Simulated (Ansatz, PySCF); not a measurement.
Potential energy curve for SMg, lowest triplet found (which spin is the ground state isn't settled by this scan).

ROCCSD(T) = CCSD(T) on ROHF/cc-pVDZ, frozen core run with Ansatz (a quantum-chemistry and plane-wave program); UKS-LDA (SVWN5)/6-31G* = PySCF with unrestricted LDA (SVWN5)/6-31G*, spherical d; UKS-PBE = unrestricted PBE/cc-pVDZ (Ansatz).

Total energies in hartree (comparable only within one method and basis):

```json
[
 {"R / Å": "1.77", "ROCCSD(T)": "-597.16688", "UKS-LDA (SVWN5)/6-31G*": "-595.76774", "UKS-PBE": "-597.82207"},
 {"R / Å": "1.93", "ROCCSD(T)": "-597.24030", "UKS-LDA (SVWN5)/6-31G*": "-595.83524", "UKS-PBE": "-597.89218"},
 {"R / Å": "2.05", "ROCCSD(T)": "-597.26966", "UKS-LDA (SVWN5)/6-31G*": "-595.86183", "UKS-PBE": "-597.92041"},
 {"R / Å": "2.15", "ROCCSD(T)": "-597.28330", "UKS-LDA (SVWN5)/6-31G*": "-595.87391", "UKS-PBE": "-597.93369"},
 {"R / Å": "2.24", "ROCCSD(T)": "-597.28973", "UKS-LDA (SVWN5)/6-31G*": "-595.87940", "UKS-PBE": "-597.94011"},
 {"R / Å": "2.34", "ROCCSD(T)": "-597.29225", "UKS-LDA (SVWN5)/6-31G*": "-595.88133", "UKS-PBE": "-597.94290"},
 {"R / Å": "2.43", "ROCCSD(T)": "-597.29159", "UKS-LDA (SVWN5)/6-31G*": "-595.88046", "UKS-PBE": "-597.94268"},
 {"R / Å": "2.47", "ROCCSD(T)": "-597.29064", "UKS-LDA (SVWN5)/6-31G*": "-595.87949", "UKS-PBE": "-597.94197"},
 {"R / Å": "2.54", "ROCCSD(T)": "-597.28824", "UKS-LDA (SVWN5)/6-31G*": "-595.87717", "UKS-PBE": "-597.94005"},
 {"R / Å": "2.65", "ROCCSD(T)": "-597.28315", "UKS-LDA (SVWN5)/6-31G*": "-595.87236", "UKS-PBE": "-597.93578"},
 {"R / Å": "2.77", "ROCCSD(T)": "-597.27657", "UKS-LDA (SVWN5)/6-31G*": "-595.86621", "UKS-PBE": "-597.93013"},
 {"R / Å": "2.91", "ROCCSD(T)": "-597.26854", "UKS-LDA (SVWN5)/6-31G*": "-595.85861", "UKS-PBE": "-597.92304"},
 {"R / Å": "3.12", "ROCCSD(T)": "-597.25780", "UKS-LDA (SVWN5)/6-31G*": "-595.84761", "UKS-PBE": "-597.91277"},
 {"R / Å": "3.32", "ROCCSD(T)": "-597.25051", "UKS-LDA (SVWN5)/6-31G*": "-595.83845", "UKS-PBE": "-597.90427"},
 {"R / Å": "3.57", "ROCCSD(T)": "-597.24556", "UKS-LDA (SVWN5)/6-31G*": "-595.82921", "UKS-PBE": "-597.89586"},
 {"R / Å": "3.97", "ROCCSD(T)": "-597.24290", "UKS-LDA (SVWN5)/6-31G*": "-595.81897", "UKS-PBE": "-597.88685"},
 {"R / Å": "4.37", "ROCCSD(T)": "-597.24228", "UKS-LDA (SVWN5)/6-31G*": "-595.81272", "UKS-PBE": "-597.88158"}
]
```

The scan ran from 1.77 to 8.43 Å; beyond the distances shown full CI changes its symmetry label. The T1 diagnostic of CCSD on the restricted reference of ROCCSD(T) exceeds 0.045 at 2.91 to 3.32 Å.
